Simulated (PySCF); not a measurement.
PySCF input:

```python
from pyscf import gto, scf, dft

mol = gto.M(
    atom='''
    C    -1.41252861   -0.46030656    0.06426309
    Br    0.35005062    0.11407245   -0.01592558
    H    -1.88850635   -0.48301087    1.02928333
    H    -1.88809358   -0.74768542   -0.85746665
    ''',
    basis='def2-tzvpd',
    charge=0,
    spin=1,
    verbose=4,
)

mf = dft.UKS(mol, xc='tpss').density_fit(auxbasis='def2-universal-jkfit')
mf.grids.level = 3
mf.conv_tol = 1e-9
mf.max_cycle = 100
mf.max_memory = 1500
mf.kernel()
if not mf.converged:
    mf = mf.newton()
    mf.kernel(mf.make_rdm1())
for _ in range(2):
    mo, _, stable, _ = mf.stability(return_status=True)
    if stable:
        break
    mf.kernel(mf.make_rdm1(mo, mf.mo_occ))
mf.analyze()
```

### Question
Predict the final energy.

### Answer
-2613.33158 Eh (TPSS/def2-TZVPD).

It need not be the lowest isomer of its formula.
